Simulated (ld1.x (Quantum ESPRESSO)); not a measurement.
## What the settings do to the TM potential of Br

Base potential:

ld1.x (Quantum ESPRESSO) 7.5 input, shortened:

```
&input
   title='Br', zed=35., rel=1, dft='PBE', iswitch=3,
   config='[Ar] 3d10 4s2 4p3 4d-2'
 /
 &inputp
   pseudotype=2, tm=.true., lloc=2,
   nlcc=.false.
 /
3
4S  1  0   2.00   0.00  1.15  1.15  0.0
4P  2  1   3.00   0.00  1.75  1.75  0.0
4D  3  2  -2.00   0.45  1.80  1.80  0.0
 &test
   configts(1)='4s2 4p3'
 /
```

All-electron outer shells of the reference configuration (PBE, scalar-relativistic, ld1.x):

```json
{"shell": "4s", "level (eV)": "-41.84", "outermost node (bohr)": "0.67", "outermost maximum (bohr)": "1.39"}
{"shell": "4p", "level (eV)": "-28.23", "outermost node (bohr)": "0.70", "outermost maximum (bohr)": "1.58"}
```

Cutoffs, loose and tight: the cutoffs (Ry, on a coarse ladder) from which the occupation-weighted sum of valence levels, in a spherical-Bessel basis at the reference potential, stays within 10 and 1 mRy of its value at 400 Ry. They do not see the model core or the augmentation charge, which bear on the density cutoff. Test errors are all-electron minus pseudo excitation energies from the reference, over the configurations 4s2 4p5; 4s2 4p4; 4s2 4p2; 4s2 4p5.3; 4s2 4p1; 4s1 4p5; 4s2 4p4.5. A dash means not determined; rows that change the core or the reference have their own tests.

A true bound ghost makes a file unfit for plane-wave use even where its test errors are small: the radial tests pick states by their node count and pass the ghost by.

```tsv
change	outcome	cutoff, loose	cutoff, tight	bound ghosts	largest test error (meV)
base	generated	90 Ry	180 Ry	none	-51
wave 4d channel at 0.45 Ry: rc 1.80 bohr becomes 4d channel at 0.45 Ry: rc 1.16 bohr	generated	70 Ry	180 Ry	p	+15
wave 4d channel at 0.45 Ry: rc 1.80 bohr becomes 4d channel at 0.45 Ry: rc 1.44 bohr	generated	90 Ry	180 Ry	none	-35
wave 4d channel at 0.45 Ry: rc 1.80 bohr becomes 4d channel at 0.45 Ry: rc 1.62 bohr	generated	90 Ry	180 Ry	none	-45
wave 4d channel at 0.45 Ry: rc 1.80 bohr becomes 4d channel at 0.45 Ry: rc 1.86 bohr	generated	90 Ry	180 Ry	none	-52
wave 4d channel at 0.45 Ry: rc 1.80 bohr becomes 4d channel at 0.45 Ry: rc 2.08 bohr	generated	90 Ry	180 Ry	none	-56
wave 4d channel at 0.45 Ry: rc 1.80 bohr becomes 4d channel at 0.45 Ry: rc 2.26 bohr	generated	90 Ry	180 Ry	none	-50
wave 4d channel at 0.45 Ry: rc 1.80 bohr becomes 4d channel at 0.45 Ry: rc 2.44 bohr	generated	90 Ry	180 Ry	s, p	+892
wave 4d channel at 0.45 Ry: rc 1.80 bohr becomes 4d channel at 0.45 Ry: rc 2.68 bohr	failed: the pseudo-atom did not reach self-consistency	–	–	–	–
```

Reading the sweep of the d radius (base included, trends over the rows without a ghost): The loose cutoff stays near 90 Ry. The median size of the test errors (rows with all tests solved) is not monotonic: lowest 13.0 meV at 1.44 bohr, highest 21.9 meV at 2.08 bohr. Bound ghosts are found at 1.16, 2.44 bohr. The generation fails at 2.68 bohr.
